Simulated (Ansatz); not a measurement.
`NC(F)(F)O[SiH3]` and `NC(O)(F)O[SiH3]` differ in one atom or group.

Ansatz, PBE0-D4/def2-TZVP geometries, multiplicity 1. Each molecule was computed in one conformer, which needn't be the lowest.

```tsv
property	`NC(F)(F)O[SiH3]`
size of the dipole moment (B3LYP/def2-TZVPP) / D	1.27
HOMO energy (B3LYP/def2-TZVPP) / eV	-8.13
LUMO energy (B3LYP/def2-TZVPP) / eV	-0.08
LUMO energy (PBE/def2-TZVPP) / eV	-0.71
size of the dipole moment (ωB97M-V/def2-TZVPP) / D	1.27
size of the dipole moment (PBE/def2-TZVPP) / D	1.26
```

Give the same properties after the change, and the shifts. (An estimate is asked.)

The calculation gave: 
```csv
property,`NC(O)(F)O[SiH3]`,shift
size of the dipole moment (B3LYP/def2-TZVPP) / D,1.55,0.28
HOMO energy (B3LYP/def2-TZVPP) / eV,-7.96,0.17
LUMO energy (B3LYP/def2-TZVPP) / eV,0.07,0.15
LUMO energy (PBE/def2-TZVPP) / eV,-0.53,0.18
size of the dipole moment (ωB97M-V/def2-TZVPP) / D,1.55,0.28
size of the dipole moment (PBE/def2-TZVPP) / D,1.54,0.28
```

Dipoles are sizes alone; their direction can turn.

B3LYP here is the variant with VWN-RPA as its local correlation; programs differ in this.
